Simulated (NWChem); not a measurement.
A series in which one site is exchanged, each optimised at PBE0/def2-SVP with NWChem, gas phase unless a solvent is named. Some are not confirmed as minima by frequencies. def2 effective core potentials on I, Hg; no spin-orbit coupling.

A: [Mg]([I])[I] (MgI2; site = Mg)
B: [I][Be][I] (BeI2; site = Be)
C: [I][Hg][I] (HgI$_{2}$; site = Hg)
D: [I][Zn][I] (ZnI2; site = Zn)

```tsv
quantity	A	B	C	D
orbital gap (eV), PBE0/def2-SVP	5.77	6.89	4.80	?
vertical ionisation energy, ΔSCF, CAM-B3LYP/def2-SVP (eV)	9.82	10.08	9.82	?
static polarisability, CAM-B3LYP/def2-SVPD (bohr³)	97.5	85.5	112.8	?
lowest singlet excitation, CAM-B3LYP/def2-SVPD, TDA (eV)	4.74	5.64	3.86	?
```

**Question.** Some entries are withheld; supply them.

**Answer.** 
- orbital gap (eV), PBE0/def2-SVP, D: 5.87
- vertical ionisation energy, ΔSCF, CAM-B3LYP/def2-SVP (eV), D: 9.88
- static polarisability, CAM-B3LYP/def2-SVPD (bohr³), D: 97.3
- lowest singlet excitation, CAM-B3LYP/def2-SVPD, TDA (eV), D: 4.77
